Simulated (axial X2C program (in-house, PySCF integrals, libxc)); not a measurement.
**Which molecule has these constants?**

Calculated with an in-house all-electron X2C program for linear molecules (integrals from PySCF), spin-free (one-electron X2C) or two-component (2c: spin–orbit coupling with atomic mean-field Coulomb and Gaunt terms, which also bring small scalar terms), in Dyall basis sets with cores contracted in-house; open shells are unrestricted.

A two-component PBE0 calculation in a Dyall 3-zeta basis gave Re = 1.714 Å, ωe = 1978.7 cm⁻¹, Ω = 1/2.

Which molecule is it?
A. SbH⁺
B. LiSb⁺
C. NaSb⁺

A. The others have NaSb⁺ 3.276 Å and 111.1 cm⁻¹ (Ω = 3/2); LiSb⁺ 2.911 Å and 228.9 cm⁻¹ (Ω = 3/2).

Each entry is the lowest single determinant of a limited PBE0 search at one distance. De goes to single-determinant-based atoms at the same level (for ions the charge split of lowest energy) and is withheld (n/a) where an atom does not fit its ground term or J level. Main or longest-lived isotopes. One determinant is a doubtful description, or other states lie close, for NaSb⁺, LiSb⁺; these need not be ground states, and all values refer to the states named. With several unpaired electrons the Ω given is that of one determinant, not necessarily of the lowest component. The functionals have no current term, which raises determinants with orbital currents.
